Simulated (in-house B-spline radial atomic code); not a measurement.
Results of a calculation; reference values are marked as such.
# Correlation energy from the adiabatic connection: −Z exp(−kr)/r, Z = 3.56, k = 1.51

Two electrons in a singlet, external potential −Z exp(−kr)/r, Z = 3.56, k = 1.51 (atomic units). Full CI in B-splines (partial waves to l = 8, correlation up to 0.6 % small) with the density held fixed gives W(λ) = <V_ee>_λ − U, and E_c is the integral of W(λ) − W(0) from 0 to 1.

```
   λ  W(λ) − W(0) (hartree)
   0                0.00000
0.02               -0.00202
0.05               -0.00503
0.12               -0.01194
0.25               -0.02443
 0.4               -0.03828
 0.6               -0.05587
 0.8               -0.07254
   1               -0.08836
```

Problem. Integrate the table by the trapezoid rule.

Solution. The strips give -0.00002, -0.00011, -0.00059, -0.00236, -0.00470, -0.00941, -0.01284, -0.01609, which sum to -0.04613 hartree. The direct value, W(1) − W(0) + T_c with T_c = 0.04217, is -0.04619; the curve is convex, so chords lie above it and the trapezoids fall short in size by 0.12 %.

Problem. Now use only three numbers: W(0) = -1.6631, the initial slope W'(0) = -0.1012 (extrapolated from the first points) and the strong-coupling limit of the point-charge-plus-continuum model, W∞ = -2.39. What do second-order theory and the interpolation W(λ) = W∞ + (W(0) − W∞)/√(1 + 2χλ) of Seidl, Perdew and Levy give?

Solution. Second order keeps the slope alone: E_c = W'(0)/2 = -0.05060, +10 % in size against -0.04619. Matching the slope fixes χ = W'(0)/(W∞ − W(0)) = -0.1012/(-0.72690) = 0.13922. Integrating, with s = √(1 + 2χ) = 1.130682, E_c = −(W(0) − W∞)(s − 1)/(s + 1) = −0.72690 × 0.130682/2.130682 = -0.04458 hartree, -3.5 % in size against the full result. At λ = 1 the formula gives W − W(0) = -0.08401 against -0.08836. Part of the miss can come from the model's W∞.
